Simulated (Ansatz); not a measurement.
One geometry of C6H16GeO2⁺, that is Ge(OEt)2Me2 with one electron fewer, several levels of theory.

```yaml
crystal:
  periodic: [false, false, false]
  atoms:
    - {symbol: Ge, position_ang: [-1.130255, 0.014005, -0.213778]}
    - {symbol: O, position_ang: [-0.812645, 0.050742, 1.599746]}
    - {symbol: C, position_ang: [0.489646, 0.089074, 2.106123]}
    - {symbol: C, position_ang: [0.528945, 0.018262, 3.608817]}
    - {symbol: H, position_ang: [1.107286, -0.710053, 1.599562]}
    - {symbol: H, position_ang: [1.011651, 1.005114, 1.697833]}
    - {symbol: H, position_ang: [1.576188, 0.070421, 3.964138]}
    - {symbol: H, position_ang: [-0.038393, 0.856412, 4.062371]}
    - {symbol: H, position_ang: [0.079781, -0.928389, 3.972654]}
    - {symbol: O, position_ang: [0.600054, 0.074035, -0.779690]}
    - {symbol: C, position_ang: [1.035239, -0.026985, -2.132394]}
    - {symbol: C, position_ang: [2.545219, -0.035915, -2.202350]}
    - {symbol: H, position_ang: [0.598236, -0.944977, -2.600120]}
    - {symbol: H, position_ang: [0.610875, 0.829614, -2.716361]}
    - {symbol: H, position_ang: [2.873294, -0.099379, -3.258518]}
    - {symbol: H, position_ang: [2.969069, 0.889238, -1.763579]}
    - {symbol: H, position_ang: [2.962104, -0.906128, -1.657295]}
    - {symbol: C, position_ang: [-2.067493, 1.672258, -0.632433]}
    - {symbol: H, position_ang: [-2.287900, 1.683138, -1.717602]}
    - {symbol: H, position_ang: [-1.426189, 2.530639, -0.359105]}
    - {symbol: H, position_ang: [-3.010371, 1.695753, -0.052899]}
    - {symbol: C, position_ang: [-1.940028, -1.721836, -0.580178]}
    - {symbol: H, position_ang: [-2.880011, -1.799945, -0.000979]}
    - {symbol: H, position_ang: [-1.236795, -2.520520, -0.279529]}
    - {symbol: H, position_ang: [-2.157507, -1.784560, -1.664436]}
basis:
  gaussian: {orbitals: def2-TZVP, initial_orbitals: start.molden}
total_charge: 1
magnetization: {spin_polarized: true, initial_magnetization: 1}
hamiltonian: {xc: pbe0, dispersion: d4}
scf: {omitted_lower_state_checks: [starts]}
output: {orbitals: {seedname: orbitals}}
```

The file start.molden holds the orbitals of an earlier run on this structure, at another level or in another basis.

```sh
$ ansatz run in.yaml --threads 2 --pin off --events-out ev --progress --plain --max-ram 22528MiB --backend cuda --devices 0, --max-vram 18GiB
```

It prints (some lines left out):

```
Functional definition: PBE0
2487 factors; their error is unknown
mean field evaluation 1: about -67067.0091 eV, gradient 1.4e2 eV
mean field evaluation 2: about -67072.5843 eV, gradient 5.7e0 eV
mean field evaluation 4: about -67072.9860 eV, gradient 5.0e-1 eV
mean field evaluation 8: about -67072.9902 eV, gradient 2.5e-5 eV
mean field -67072.99021163 eV, -2464.8869265716 hartree, gradient 2.5e-5 eV, S^2 0.755639; 0 other end points of the search recorded, 0 dependent functions left out
reference -67072.99025672 eV, -2464.8869282287 hartree; 50, 49 occupied and 342, 343 virtual orbitals, 2487 factors
Total energy: -67073.43757458 eV, -2464.9033668570 hartree
Checks for a lower state left out: starts
```

Run time 3.5 s (2 threads of AMD EPYC 7R13 on a shared host and a share (18 GiB) of an NVIDIA H100 80GB HBM3), peak host memory 1 GiB.

As the first input, with `hamiltonian: {xc: pbe, dispersion: d4}` (abridged; 2.8 s):

```
Functional definition: PBE
mean field -67070.88428977 eV, -2464.8095353710 hartree, gradient 1.8e-5 eV, S^2 0.751684
Total energy: -67071.40325755 eV, -2464.8286070850 hartree
Checks for a lower state left out: starts
```

Geometry: PBE-D4/def2-SVP.
